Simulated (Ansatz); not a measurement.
Computed with Ansatz on PBE0-D4/def2-TZVP structures; ΔE is electronic, products minus reactants. CCSD(T)/CBS is the MP2 limit (def2-TZVPP, def2-QZVPP) plus CCSD(T) − MP2 in def2-TZVPP, frozen cores. This one scheme is used for every species. Functionals use def2-TZVPP. B3LYP here is the variant with VWN-RPA as its local correlation; programs differ in this. Each species was taken in one conformer, which may not be the lowest.

Consider the redistribution: `N[Si](O)(Cl)Cl` + `N[SiH](F)[SiH2][SiH3]` → `N[SiH](F)[Si](N)(Cl)Cl` + `O[SiH2][SiH3]`.

Q: Is it downhill or uphill in electronic energy at CCSD(T)/CBS, and by how much? (Estimate.)

A: Ansatz gave: Uphill: ΔE = +9.6 kcal/mol.

Q: What do these levels give: PBE-D4, B3LYP-D4, ωB97X-V, r2SCAN, PBE0, HF/def2-TZVPP, MP2/def2-TZVPP, SCS-MP2/def2-TZVPP, CCSD/def2-TZVPP, MP2/def2-QZVPP, HF/CBS(def2), MP2/CBS(def2)? (An estimate is asked.)

A: Computed: PBE-D4 8.7, B3LYP-D4 8.0, ωB97X-V 9.3, r2SCAN 10.3, PBE0 9.9, HF/def2-TZVPP 9.6, MP2/def2-TZVPP 10.0, SCS-MP2/def2-TZVPP 9.4, CCSD/def2-TZVPP 10.3, MP2/def2-QZVPP 9.6, HF/CBS(def2) 9.5, MP2/CBS(def2) 9.3 kcal/mol.

Largest T1 diagnostic among the species: 0.013.

From PBE to PBE0 (25 % exact exchange), in def2-TZVPP and without D4, ΔE moves by +1.0 kcal/mol.
